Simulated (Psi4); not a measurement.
Torsional profile of C₃H₉BrSi, SMILES CCC[SiH2]Br. Scanned: dihedral C1–C2–C3–Si4; all other coordinates were relaxed at GFN2-xTB. Points at φ and −φ are mirror images.

Geometry of the scan point at 120° (Å):
```
14

C     -1.5248     0.7182     0.1773
C     -0.8980    -0.4547     0.9209
C      0.3293    -1.0143     0.1817
Si     1.9154    -0.9242     1.2067
Br     3.5675    -1.7261    -0.0480
H     -2.3921     1.0934     0.7165
H     -1.8454     0.4127    -0.8166
H     -0.8089     1.5316     0.0736
H     -0.6267    -0.1241     1.9273
H     -1.6460    -1.2412     1.0394
H      0.1453    -2.0492    -0.1165
H      0.4704    -0.4628    -0.7515
H      1.8784    -1.7771     2.3873
H      2.3037     0.4437     1.5242
```

Method: PBE-D3(BJ)/def2-TZVP // GFN2-xTB run with Psi4.

Scanned values (°): -165, -150, -135, -120, -105, -90, -75, -60, -45, -30, -15, 0, 15, 30, 45, 60, 75, 90, 105, 120, 135, 150, 165, 180.

**Question.** Locate the minima and the barriers on this grid.

**Answer.** Lower than their neighbours: -60° (2.4 kJ/mol), 60° (2.4 kJ/mol), 180° (0.0 kJ/mol). Higher than their neighbours: -120° (9.9 kJ/mol), 0° (16.3 kJ/mol), 120° (9.9 kJ/mol). The whole profile spans 16.3 kJ/mol.
